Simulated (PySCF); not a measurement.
BeH2, SMILES [BeH2]. Heavy atoms are numbered as in [BeH2:1]. Hydrogens are named by the atom that carries them.

Geometry optimised at PBE-D3(BJ)/def2-TZVPD. The isomer is the one that the SMILES or the coordinates give; other isomers of the formula were not compared.

All values below come from PBE0/def2-TZVPD (PySCF).

Mulliken values depend strongly on the basis, most of all with diffuse functions as here. Atomic charges (e), one atom of each kind:

```json
[
 {"atom": "Be1 (BeH2)", "Mulliken": "-0.21", "meta-Löwdin": "[?]"},
 {"atom": "H on Be1", "Mulliken": "0.10", "meta-Löwdin": "[?]"}
]
```

Problem. What belongs in the gaps? (The exact figures need the calculation; the answer reports its results.)

Solution. 
- Be1 (BeH2), meta-Löwdin: 0.98
- H on Be1, meta-Löwdin: -0.49
